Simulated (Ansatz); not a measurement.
```xyz
9

B     1.040   -0.447    1.706
B    -0.241    0.191    2.236
Zn   -0.150    0.074   -0.117
Al   -0.706    0.255   -2.568
H     1.084   -1.627    1.448
H     1.989    0.236    1.400
H    -1.219    0.683    2.689
H    -2.213    0.350   -3.092
H     0.416    0.284   -3.702
```

Total charge 0; spin multiplicity 1. The bonds changed during the relaxation, so this is another structure than the one it started from.

Question: List the r2SCAN/def2-TZVPP orbital energies in eV (Ansatz 0.2.0). (An estimate is asked.)

Answer: Computed: Occupied: -9435.31, -1517.13, -1144.67, -1007.27, -1007.27, -1007.22, -180.91, -178.98, -130.54, -110.62, -86.34, -86.33, -86.18, -70.99, -70.72, -70.71, -14.28, -12.31, -12.17, -12.16, -12.12, -12.05, -11.28, -10.26, -8.70, -8.35, -7.49, -7.46, -5.41. Lowest empty: -3.04, -2.47, -2.02, -0.39, -0.28, 0.80, 1.43, 1.89.
